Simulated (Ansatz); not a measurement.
Species: C2H9N2Si, charge -1, multiplicity 1. It need not be the lowest isomer of its formula. Whether it binds its extra electron was not tested at this geometry. 
Coordinates optimised at B3LYP-D3(BJ)/def2-TZVP (Ansatz, a quantum-chemistry and plane-wave program):
SMILES: C[Si](C)([NH-])N
```xyz
14

C     -1.4328    -0.3919    -1.0768
Si     0.0105    -0.0769     0.1627
C      1.5493    -0.3746    -0.9478
N     -0.0235    -0.8160     1.6393
N     -0.0758     1.6906     0.3928
H     -1.4074    -1.4251    -1.4396
H     -2.3955    -0.2446    -0.5767
H     -1.3949     0.2677    -1.9537
H      1.6494    -1.4347    -1.2078
H      2.4554    -0.0754    -0.4129
H      1.5038     0.1991    -1.8809
H      0.3877    -1.7419     1.7036
H     -0.9159     2.1209     0.0263
H     -0.0333     1.8879     1.3863
```
Charge -1, spin multiplicity 1.

Basis-set convergence of Hartree-Fock and CCSD(T) correlation energies (hartree) with Ansatz. Valence correlation only, unless marked. No spin-orbit coupling. No relativistic terms. This anion needs diffuse functions, which these sets lack.

```json
[
 {"basis": "cc-pV(D+d)Z", "functions": "124", "E(HF)": "-478.84052", "E(corr, CCSD(T))": "-0.82957"},
 {"basis": "cc-pV(T+d)Z", "functions": "285", "E(HF)": "-478.93213", "E(corr, CCSD(T))": "-1.01769"},
 {"basis": "cc-pV(Q+d)Z", "functions": "554", "E(HF)": "(withheld)", "E(corr, CCSD(T))": "(withheld)"}
]
```

Question: Some entries are withheld; supply them.

Answer: 
- cc-pV(Q+d)Z, E(HF): -478.95421
- cc-pV(Q+d)Z, E(corr, CCSD(T)): -1.07637
